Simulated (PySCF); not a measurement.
Job file and geometry (Å, from GFN2-xTB) of an NMR shielding run on `InChI=1S/C4H7BN2O2/c8-5(9)3-7-2-1-6-4-7/h1-2,4,8-9H,3H2`, GIAO PBE0/pcSseg-1 NMR shielding, non-relativistic, gas phase in PySCF 2.14.0, density-fitted response routines; density fitting, a coarse starting grid and PySCF grid level 2 are the driver's defaults:

```
$ OMP_NUM_THREADS=1 python probes_run.py task.json out

{"job": {"kind": "nmr", "xc": "PBE0", "basis": "pcSseg-1"}, "charge": 0, "multiplicity": 1}
O      3.070347    -0.604445    -0.041851
B      1.788325    -0.173364    -0.156399
O      1.492081     0.781891    -1.044784
C      0.594081    -0.781667     0.750589
N     -0.693735    -0.191965     0.485050
C     -1.091906     1.066331     0.828796
C     -2.357094     1.210602     0.335406
N     -2.737312     0.076265    -0.304574
C     -1.721006    -0.736989    -0.202066
H      3.256055    -1.288992     0.597913
H      2.228273     1.106629    -1.564388
H      0.507044    -1.859166     0.577935
H      0.822335    -0.650292     1.815681
H     -0.458956     1.731544     1.378870
H     -3.014964     2.053560     0.403240
H     -1.691167    -1.730998    -0.603346
```

Problem. What does the program print?

Solution. 
```
coarse grid: 14072 points
cycle   1  E = -440.7675590426  dE =  1.788e+00  |g| = 9.207e-01  |ddm| = 3.632e+00
cycle   2  E = -440.5782765855  dE =  1.893e-01  |g| = 1.366e+00  |ddm| = 1.703e+00
cycle   3  E = -440.9246250367  dE = -3.463e-01  |g| = 1.774e-01  |ddm| = 1.109e+00
cycle   4  E = -440.9303676668  dE = -5.743e-03  |g| = 8.053e-02  |ddm| = 1.910e-01
cycle   5  E = -440.9317237795  dE = -1.356e-03  |g| = 1.857e-02  |ddm| = 7.507e-02
cycle   6  E = -440.9317976565  dE = -7.388e-05  |g| = 4.105e-03  |ddm| = 1.620e-02
cycle   7  E = -440.9318007939  dE = -3.137e-06  |g| = 1.613e-03  |ddm| = 3.928e-03
final grid: 138048 points
cycle   8  E = -440.9998017291  dE = -5.123e-05  |g| = 9.252e-03  |ddm| = 2.946e-02
cycle   9  E = -440.9997894779  dE =  1.225e-05  |g| = 1.241e-02  |ddm| = 1.554e-02
cycle  10  E = -440.9998194568  dE = -2.998e-05  |g| = 1.129e-03  |ddm| = 8.552e-03
cycle  11  E = -440.9998197339  dE = -2.772e-07  |g| = 2.603e-04  |ddm| = 1.054e-03
cycle  12  E = -440.9998197436  dE = -9.666e-09  |g| = 1.595e-04  |ddm| = 2.814e-04
cycle  13  E = -440.9998197490  dE = -5.375e-09  |g| = 3.221e-05  |ddm| = 1.359e-04
cycle  14  E = -440.9998197492  dE = -1.717e-10  |g| = 1.713e-05  |ddm| = 4.084e-05
converged SCF energy = -440.9998197492

GIAO shielding tensors (ppm)
atom      isotropic    diamagn.    paramagn.     s11        s22        s33       span
  0 O      216.835     384.451    -167.616    103.091    265.512    281.902    178.811
  1 B       72.748     194.145    -121.397     59.166     64.755     94.324     35.159
  2 O      213.914     389.397    -175.484    108.761    247.640    285.340    176.578
  3 C      150.451     251.927    -101.476    126.484    136.779    188.091     61.607
  4 N       80.716     330.128    -249.412    -33.457     97.978    177.626    211.084
  5 C       63.366     252.585    -189.219    -16.714     71.626    135.187    151.902
  6 C       50.941     257.819    -206.878    -27.056     51.062    128.816    155.872
  7 N      -36.851     334.483    -371.335   -251.719   -102.855    244.019    495.738
  8 C       47.513     252.563    -205.050    -24.059     64.919    101.679    125.738
  9 H       27.655      30.923      -3.268     21.853     24.548     36.563     14.710
 10 H       27.410      29.693      -2.283     21.495     22.578     38.157     16.662
 11 H       28.216      32.112      -3.896     23.101     29.010     32.535      9.434
 12 H       28.148      31.205      -3.057     23.173     27.724     33.546     10.373
 13 H       24.964      32.456      -7.491     22.601     24.267     28.025      5.425
 14 H       24.453      31.136      -6.683     21.768     24.749     26.842      5.074
 15 H       24.659      31.579      -6.920     20.868     25.072     28.037      7.169
```

Size and cost of the density-fitted run: 188 basis functions, 34 s wall time on 1 thread of an INTEL XEON PLATINUM 8581C, shared host; peak memory 0.84 GiB.
